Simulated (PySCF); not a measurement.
Si(H)2(Me)2 (C₂H₈Si), SMILES [SiH2](C)C. Heavy atoms are numbered as in [SiH2:1]([CH3:2])[CH3:3]. Hydrogens are named by the atom that carries them.

Geometry: r2SCAN-D4/def2-SVP. The isomer is the one that the SMILES or the coordinates give; other isomers of the formula were not compared.

Computed with PySCF with PBE/def2-TZVPD.

Mulliken values depend strongly on the basis, most of all with diffuse functions as here. ESP charges are fitted to the potential on shells at 1.4 to 2.0 van der Waals radii. Atomic charges (e), one atom of each kind:

| atom | IAO | ESP fit | Mulliken |
|---|---|---|---|
| Si1 (SiH2) | 0.76 | 0.72 | 0.04 |
| C2 (CH3) | -0.73 | -0.69 | -0.60 |
| H on Si1 | -0.13 | -0.17 | -0.03 |
| H on C2 | 0.16 | 0.17 | 0.21 |
